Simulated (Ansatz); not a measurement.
A structure relaxed at PBE0-D4/def2-SVP in Ansatz, charge 0, doublet:

Cartesian coordinates in Å:
```
Pd 1.911 -0.620 0.971
Pd 0.695 0.458 -0.994
Pd -1.846 0.649 -1.072
Ag -0.760 -0.487 1.095
```

Give its formula and point group.

AgPd₃. Point group C2v (tolerance 0.1 Å).

Summarise the bond lengths by kind (pairs closer than 1.2 times the sum of covalent radii, bridged metal pairs left out).

3 × Ag–Pd 2.68 to 2.72 Å; 2 × Pd–Pd 2.55 Å.

In the def2 sets Ag, Pd take a core potential; there is no spin–orbit coupling. Another isomer (doublet) lies 0.96 eV lower at PBE0-D4/def2-TZVP; other spin states weren't run for this one.
